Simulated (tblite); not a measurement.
Compound: C6H10N (doublet state).
Structure used (GFN2-xTB), in Å, numbered top down from 1:
```
atom  x, y, z in Å
C1     2.5768    0.1781   -1.1126
C2     1.5159    0.6436   -0.3400
N3     1.3575    1.9367   -0.2375
C4     0.6551   -0.3579    0.3256
C5    -0.6771   -0.3565    0.3342
C6    -1.5164    0.6445   -0.4012
C7    -1.4580   -1.4084    1.0622
H8     3.2163    0.8829   -1.6108
H9     2.7684   -0.8731   -1.2276
H10    0.5977    2.2053    0.3832
H11    1.1897   -1.1513    0.8331
H12   -2.2818    0.1281   -0.9799
H13   -0.9197    1.2530   -1.0762
H14   -2.0271    1.3017    0.3040
H15   -2.1443   -0.9407    1.7680
H16   -0.8046   -2.0853    1.6063
H17   -2.0553   -1.9887    0.3592
```

All values are computed: GFN2-xTB (tblite) harmonic vibrations without scaling, gas phase. Errors from tens to a few hundred cm⁻¹ against measured bands are possible. One conformer, not necessarily the lowest. Open shells enter through the occupations alone, without spin polarisation, and single modes of such species can be off by tens of per cent.

Harmonic wavenumbers (cm⁻¹): 61.2, 117.5, 140.6, 165.2, 206.2, 337.2, 373.2, 405.4, 437.3, 456.7, 523.9, 594.4, 651.3, 784.5, 819.7, 848.1, 934.4, 975.0, 988.0, 1005.9, 1073.3, 1081.8, 1141.1, 1191.3, 1303.6, 1346.6, 1400.9, 1409.6, 1431.0, 1452.4, 1474.8, 1480.1, 1485.1, 1490.5, 1708.1, 2990.2, 2998.0, 3010.0, 3016.1, 3041.9, 3043.8, 3047.7, 3119.8, 3169.0, 3355.1.

A = 5031, B = 1673, C = 1397 MHz; mass 96.081 u (most abundant isotopes); point group C1, symmetry number 1; spin multiplicity 2.

Question: Zero-point energy?

Answer: ½Σν̃ = 31044 cm⁻¹ = 88.76 kcal/mol.

Question: What is S at 350 K and 1 bar for an ideal gas of classical rigid rotors and harmonic oscillators?

Answer: Translation 40.42, rotation 28.18, vibration 27.05, spin (R ln 2) 1.38: S = 97.0 cal/(mol K).

Question: And Cp and H(350 K) − H(0)?

Answer: Cp = 37.98 cal/(mol K), of which vibrations give 30.03 (their classical limit is 45 R = 89.4); H(350 K) − H(0) = 7.95 kcal/mol without the zero-point energy, 5.17 from vibrations.

Question: How do the functions run with temperature in this model?

Answer: 
| T (K) | S (cal/(mol K)) | Cp (cal/(mol K)) | H − H(0) (kcal/mol) | G − H(0) (kcal/mol) | ln q(vib) |
| --- | --- | --- | --- | --- | --- |
| 150 | 73.2 | 20.7 | 2.08 | -8.89 | 2.01 |
| 250 | 85.8 | 29.3 | 4.58 | -16.86 | 4.07 |
| 298.15 | 91.3 | 33.5 | 6.10 | -21.12 | 5.08 |
| 400 | 102.4 | 42.0 | 9.96 | -30.99 | 7.24 |
| 600 | 122.1 | 55.4 | 19.78 | -53.48 | 11.48 |
| 900 | 147.3 | 68.6 | 38.53 | -94.01 | 17.57 |

q(vib) and H(0) count from the zero-point level.

Question: Which modes carry the vibrational entropy at 350 K?

Answer: 61.2 cm⁻¹: 4.73; 117.5 cm⁻¹: 3.45; 140.6 cm⁻¹: 3.10; 165.2 cm⁻¹: 2.79; 206.2 cm⁻¹: 2.37; 337.2 cm⁻¹: 1.49 cal/(mol K); the other 39 give 9.10 together.

Hindered rotation and anharmonicity are outside this model. Other conformers, if any are populated, would add a mixing term that is left out. The structure is chiral; the term R ln 2 for an equal mix with its mirror image is left out.
